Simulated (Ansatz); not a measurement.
Geometry optimisation, RHF/def2-SVP in Ansatz 0.2.0.

Input file:

```yaml
crystal:
  periodic: [false, false, false]
  atoms:
    - { symbol: C, position_ang: [-0.38102, 1.9121, -0.98325] }
    - { symbol: "N", position_ang: [-0.52514, 0.70213, -0.72476] }
    - { symbol: B, position_ang: [-0.60694, -0.57525, -0.38463] }
    - { symbol: Si, position_ang: [0.62101, -1.26436, 0.99576] }
    - { symbol: H, position_ang: [0.29724, 2.2498, -1.76131] }
    - { symbol: H, position_ang: [-0.9366, 2.6758, -0.44683] }
    - { symbol: H, position_ang: [-1.40501, -1.2549, -0.90934] }
    - { symbol: H, position_ang: [1.47298, -2.36036, 0.50255] }
    - { symbol: H, position_ang: [-0.09144, -1.81494, 2.16202] }
    - { symbol: H, position_ang: [1.55492, -0.27, 1.5498] }
basis:
  gaussian: { orbitals: def2-SVP }
hamiltonian:
  xc: hf
relax:
  f_tol: 0.02
  max_steps: 40
scf:
  lower_state_search: "off"
```

Run as:

```bash
$ ansatz run input.yaml --threads 1 --pin off --max-ram 2048MiB --backend cpu --events-out ev --progress --plain --runs-dir out
```

Q: Where does it end, and by what steps?

A: The forces met the threshold. After 10 steps the energy has fallen by 0.129 eV; Si4 moved furthest, 0.10 Å.

```json
{"step": "0", "energy less start (eV)": "0.0000", "largest force component (eV/Å)": "2.994", "accepted": "yes"}
{"step": "1", "energy less start (eV)": "-0.1098", "largest force component (eV/Å)": "0.612", "accepted": "yes"}
{"step": "2", "energy less start (eV)": "0.3197", "largest force component (eV/Å)": "2.823", "accepted": "no"}
{"step": "3", "energy less start (eV)": "-0.1031", "largest force component (eV/Å)": "0.521", "accepted": "no"}
{"step": "4", "energy less start (eV)": "-0.1167", "largest force component (eV/Å)": "0.369", "accepted": "yes"}
{"step": "5", "energy less start (eV)": "-0.1243", "largest force component (eV/Å)": "0.195", "accepted": "yes"}
{"step": "6", "energy less start (eV)": "-0.1279", "largest force component (eV/Å)": "0.078", "accepted": "yes"}
{"step": "7", "energy less start (eV)": "-0.1284", "largest force component (eV/Å)": "0.054", "accepted": "yes"}
{"step": "8", "energy less start (eV)": "-0.1286", "largest force component (eV/Å)": "0.021", "accepted": "yes"}
{"step": "9", "energy less start (eV)": "-0.1286", "largest force component (eV/Å)": "0.029", "accepted": "yes"}
{"step": "10", "energy less start (eV)": "-0.1286", "largest force component (eV/Å)": "0.006", "accepted": "yes"}
```

```xyz
10
Properties=species:S:1:pos:R:3
C -0.409 1.951 -1.021
N -0.498 0.760 -0.718
B -0.580 -0.551 -0.367
Si 0.666 -1.325 1.059
H 0.251 2.293 -1.821
H -0.987 2.721 -0.506
H -1.404 -1.231 -0.920
H 1.479 -2.437 0.496
H -0.119 -1.877 2.196
H 1.601 -0.303 1.602
```

Whether the end is a true minimum wasn't checked by a vibrational analysis.

The run took 16 s on 1 thread of Arm Neoverse V2, on a shared host, peak memory 0.15 GiB.
